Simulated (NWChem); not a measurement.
System: hydronium (H$_{3}$O cation); SMILES [OH3+]

All runs: NWChem. Pople sets run with spherical d functions. All runs use the structure optimised with B3LYP/6-31G* (spherical d).

Task: Among these, which level gives the highest value of “orbital gap (eV)”?
A) PBE/6-311++G**
B) PBE/STO-3G
C) PBE/6-31+G*
D) PBE/3-21G

Result: B, PBE/STO-3G. Values: PBE/3-21G 10.12; PBE/6-311++G** 10.31; PBE/6-31+G* 10.55; PBE/STO-3G 11.39
